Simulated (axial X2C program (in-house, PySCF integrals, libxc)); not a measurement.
## Correcting the dissociation energy of ScS⁺ for spin–orbit coupling

A spin-free PBE0 curve (one-electron X2C) was computed with an axial X2C code built on PySCF integrals, basis Sc dyall-cv3z [10s11p7d5f2g], S dyall-av3z [9s8p3d2f] (cores contracted in-house), for the state M_S = 0, Λ = 0 (closed shell). It gives D0 = 4.686 eV to Sc+ + S, which in a spin-free picture are the weighted means of the ground terms.

Measured levels of the ground terms (NIST Handbook of Basic Atomic Spectroscopic Data), in cm⁻¹: Sc+ 3D: J = 1 at 0, J = 2 at 67.7, J = 3 at 177.8; S 3P: J = 2 at 0, J = 1 at 396.1, J = 0 at 573.6.

The molecular state has Λ = 0, so it has no first-order lowering.

Task: How far does each ground level lie under the (2J+1)-weighted mean of its term?

Result: Sc+: (3 × 0 + 5 × 67.7 + 7 × 177.8)/15 = 106 cm⁻¹; S: (5 × 0 + 3 × 396.1 + 1 × 573.6)/9 = 196 cm⁻¹.

Task: Correct D0.

Result: D0 = 4.686 + (0 − 302)/8065.5 = 4.649 eV at PBE0 with these spin–orbit terms.

Second-order spin–orbit effects in the molecule, which grow quickly with Z, are left out. The state is one determinant whose occupation by symmetry is held fixed; it was picked as the lowest of a PBE0 search that is not exhaustive. Dissociation energies refer to the lowest single-determinant-based atoms at the same level and basis.
